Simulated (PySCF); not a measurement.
**Polarisability and C₆ of Te⁻ (tellurium, charge -1)**

[Kr] 4d10 5s2 5p5, 2P determinant. Computed with PySCF 2.14 in aug-cc-pVQZ-DK3, with scalar relativity by spin-free X2C-1e. Coupled (time-dependent) response in atomic units; α is the mean over directions.

```csv
method,mean α (bohr³),"α xx, yy, zz",C₆ (like pair),S(−4)
UHF,80.60,"65.39, 88.20, 88.20",1200,1997
PBE0,90.16,"71.84, 99.31, 99.31",1373,2751
```

S(−4) is the Cauchy moment in α(ω) = α(0) + S(−4) ω² + …

Spin-orbit coupling is absent.

α(iu) at PBE0:

| u (hartree) | α(iu) (bohr³) |
| --- | --- |
| 0 | 90.16 |
| 0.0500 | 84.05 |
| 0.100 | 71.47 |
| 0.200 | 48.65 |
| 0.300 | 33.82 |
| 0.500 | 18.54 |
| 0.750 | 10.57 |
| 1.00 | 6.905 |
| 1.50 | 3.737 |
| 2.00 | 2.412 |
| 3.00 | 1.290 |
| 5.00 | 0.5588 |

A single London oscillator, α(iu) = α/(1 + u²/ω²), gives C₆ = (3/4) ω α². Matching the computed C₆ needs ω = 4 × 1373 / (3 × 90.16²) = 0.225 hartree.

For an ion, C₆ is the dispersion term alone; charge-induced terms of lower order in 1/R come first.

The components differ because the open shell of this determinant is not spherical; for a pure term their mean is the scalar polarisability.
